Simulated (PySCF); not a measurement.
## S+ (sulfur, charge +1): UHF calculation

Configuration: [Ne] 3s2 3p2 3d1, one real determinant (an excited configuration). Computed with PySCF 2.14 in aug-cc-pCVTZ-DK (8s7p5d3f, 75 functions), with the spin-free X2C one-electron Hamiltonian (Gaussian nucleus).

| Item | Value |
| --- | --- |
| Total energy | -397.716501 hartree |
| One-electron energy | -541.8459 hartree |
| Hartree (Coulomb) energy | 168.8315 hartree |
| Exchange energy | -24.7022 hartree |
| ⟨S²⟩ | 3.7524 |
| ⟨L²⟩ | 7.920 |
| Sum of ⟨r⟩ | 13.67 bohr |
| Sum of ⟨r²⟩ | 26.41 bohr² |
| Traceless quadrupole moment −½Σ⟨3z² − r²⟩ along its main axis | 0.131 e·bohr² |
| Langevin diamagnetic susceptibility | -20.9 ×10⁻⁶ cm³/mol |

```
shell  electrons  mean orbital energy (hartree)  spread (hartree)  rms radius, mean of both spins (bohr)
 1s α          1                      -92.92918                 0                                  0.112
 1s β          1                      -92.90648                 0                                  0.112
 2s α          1                       -9.65560                 0                                  0.515
 2s β          1                       -9.63151                 0                                  0.515
 2p α          3                       -7.29075           0.02517                                  0.491
 2p β          3                       -7.24681           0.02012                                  0.491
 3s α          1                       -1.45319                 0                                   1.74
 3s β          1                       -1.19096                 0                                   1.74
 3p α          2                       -0.95062                 0                                   1.98
 3d α          1                       -0.30628                 0                                   3.25
```

⟨L²⟩ = 7.92 against 12 for a pure F term, so this real determinant mixes terms. The outer electron is Rydberg-like, and this basis confines it to a smaller radius and binds it less than a complete one would.

Densities and radii are taken from the X2C orbitals without a picture-change correction, which distorts them close to the nucleus.

Spin-orbit constants ζ (cm⁻¹) from the X2C one-electron operator on these orbitals: bare nucleus, nucleus screened by l(l+1)(2l+1)/3 electrons, and screened by the Breit-Pauli mean field of the electrons.

```tsv
shell	bare	screened nucleus	mean field
2p	7516	6576	6151
3p	575.3	503.4	464.5
3d	16.75	6.280	4.037
```

To first order the Landé constant is A = 52.50 cm⁻¹, so the lowest level has J = 3/2 and lies 0.0391 eV below the centre of the term. This holds in LS coupling only.
